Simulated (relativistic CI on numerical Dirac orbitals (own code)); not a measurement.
How well does a small relativistic CI reproduce Xe?

Calculated at this level of theory: Dirac-Coulomb-Breit CI, orbitals from a KLI potential per configuration, QED by a radiative potential, valence Slater integrals scaled by 0.85, P86 correlation energy added to each configuration (own radial code, finite nucleus).

CI space (outside the closed core [Kr] 4d10 5s2): 5p6, 5p5 6s, 5p5 6p, 5p5 5d, 5p5 7s, 5p5 7p, 5p5 6d, 5p5 4f, 5p5 7d, 5p5 5f, 5p5 5g, 5p5 6f, 5p5 7f. Double excitations out of closed p, d and f shells are left out; levels of such configurations are missing from the list, as are those of other unlisted configurations, and high levels can miss mixing partners.

```csv
Configuration,Term (tabulated),J,Measured (cm⁻¹),Computed,Error,Purity (%)
5p6,1S,0,0.0,0,0,100
5p5 6s,2[3/2]°,2,67067.5,68364,1296,99
5p5 6s,2[3/2]°,1,68045.2,69450,1405,58
5p5 6s,2[1/2]°,0,76196.8,77877,1681,62
5p5 6s,2[1/2]°,1,77185.0,78865,1680,36
5p5 6p,2[1/2],1,77269.1,77622,352,74
5p5 6p,2[5/2],2,78119.8,78443,323,50
5p5 6p,2[5/2],3,78403.1,78568,165,100
5p5 6p,2[3/2],1,78956.0,79155,199,58
5p5 6p,2[3/2],2,79212.5,79336,123,76
5p5 5d,2[1/2]°,0,79771.3,81438,1666,61
5p5 6p,2[1/2],0,80119.0,80260,141,60
5p5 5d,2[7/2]°,4,80196.6,81495,1298,99
5p5 5d,2[3/2]°,2,80322.7,81729,1406,61
5p5 5d,2[5/2]°,2,81925.5,83114,1188,41
5p5 7s,2[3/2]°,2,85188.8,85645,456,96
5p5 6p,2[3/2],1,88379.1,88923,544,48
5p5 6p,2[3/2],2,89162.4,89624,462,41
5p5 6p,2[1/2],1,89278.7,89783,505,42
5p5 6p,2[1/2],0,89860.0,90793,933,35
5p5 5d,2[5/2]°,2,91152.7,92722,1570,48
```

Measured levels from NIST Handbook of Basic Atomic Spectroscopic Data (Sansonetti and Martin, J. Phys. Chem. Ref. Data 34, 1559 (2005)); pairs were made by configuration, J and term (by order where the table uses no LS term), so strongly mixed levels may be paired wrongly.

Mean error by configuration (cm⁻¹): 5p5 6s 1515; 5p5 6p 375; 5p5 5d 1426; 5p5 7s 456. Over the excited levels the mean absolute error is 870 cm⁻¹ (20 of the 26 excited levels that our extract of the source holds in range could be paired, and the others can miss by more), and the median relative error of those above 1,000 cm⁻¹ is 0.83 %.

Transition probabilities of persistent lines. The last column rescales the computed rate by the cube of measured over computed energy:

```csv
λ measured (Å),Lower,Upper,A tabulated (s⁻¹),A computed,A rescaled
1295.59 vacuum,5p6 1S_0,5p5 6s 2[1/2]°_1,2.53e+08,2.93e+08,2.75e+08
1469.61 vacuum,5p6 1S_0,5p5 6s 2[3/2]°_1,2.73e+08,3.20e+08,3.01e+08
```
